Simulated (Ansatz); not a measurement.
`C[Se][AlH][BH]S` + `[CH3][Al]([F])[F]` → `[CH3][AlH][BH]S` + `C[Se][Al]([F])[F]`  (redistribution)

Isolated molecules relaxed with PBE0-D4/def2-TZVP in Ansatz; ΔE leaves out vibrations. CCSD(T)/CBS adds triple-zeta CCSD(T) − MP2 to the extrapolated MP2 energy (def2 sets, frozen cores). DFT in def2-TZVPP. B3LYP here is the variant with VWN-RPA as its local correlation; programs differ in this. For Se outer-core shells are correlated without core-valence functions, which leaves a few kJ/mol of doubt a bond. Scalar relativity is left out up to krypton. One conformer a species, not always the lowest.

`C[Se][AlH][BH]S`:

Cartesian coordinates in Å:
```
C 0.102 -1.498 1.284
Se -1.603 -1.383 0.320
Al -1.147 0.214 -1.286
B 0.715 1.215 -1.272
S 1.284 2.233 0.055
H -0.112 -1.420 2.348
H 0.555 -2.463 1.069
H 0.776 -0.698 0.985
H -2.356 0.490 -2.275
H 1.520 1.180 -2.158
H 0.266 2.130 0.931
```

`[CH3][Al]([F])[F]`:

Z-matrix (Å, degrees):
```
C
Al 1 1.926
H 1 1.091 2 111.8
H 1 1.093 2 110.6 3 120.9
H 1 1.093 2 110.6 3 -120.9
F 2 1.644 1 121.5 3 -179.9
F 2 1.644 1 122.4 3 0.1
```

`[CH3][AlH][BH]S`:

Cartesian coordinates in Å:
```
C 1.315 0.875 0.976
Al -0.098 0.737 -0.372
B -0.679 -1.112 -1.224
S -1.920 -2.214 -0.612
H 0.892 1.213 1.929
H 2.054 1.629 0.687
H 1.841 -0.064 1.160
H -0.849 2.077 -0.806
H -0.187 -1.575 -2.216
H -2.368 -1.564 0.479
```

`C[Se][Al]([F])[F]`:

```xyz
8

C     0.255    0.627   -1.274
Se    0.410    1.242    0.591
Al   -0.283   -0.677    1.597
F    -0.379   -0.796    3.228
F    -0.697   -1.981    0.687
H    -0.473    1.261   -1.774
H    -0.064   -0.411   -1.317
H     1.232    0.735   -1.739
```

| level | ΔE (kJ/mol) | difference from CCSD(T)/CBS |
| --- | --- | --- |
| PBE-D4 | 31.9 | 1.7 |
| r2SCAN-D4 | 29.2 | -1.0 |
| PBE0-D4 | 30.7 | 0.5 |
| B3LYP-D4 | 30.3 | 0.1 |
| ωB97M-V | 30.0 | -0.2 |
| B2PLYP | 28.6 | -1.6 |
| PBE | 29.3 | -0.9 |
| PBE0 | 28.2 | -2.0 |
| B3LYP | 26.4 | -3.8 |
| SCS-MP2/def2-TZVPP | 29.5 | -0.7 |
| CCSD/def2-TZVPP | 28.7 | -1.5 |
| CCSD(T)/def2-TZVPP | 30.7 | 0.5 |
| MP2/def2-QZVPP | 31.6 | 1.4 |
| SCS-MP2/def2-QZVPP | 28.9 | -1.3 |
| HF/CBS(def2) | 20.8 | -9.4 |
| MP2/CBS(def2) | 31.7 | 1.5 |
| CCSD(T)/CBS | 30.2 | 0 |

Largest T1 diagnostic among the species: 0.014.

The D4 term adds +3.9 kJ/mol with B3LYP and +2.5 kJ/mol with PBE0; it sums over pairs of atoms, weighted by their polarisabilities, and B3LYP, whose exchange is more repulsive, gets the larger term. In def2-TZVPP, CCSD(T) changes the Hartree–Fock value by +9.1 kJ/mol (the triples alone add +2.0 kJ/mol) and MP2 by +10.6 kJ/mol.
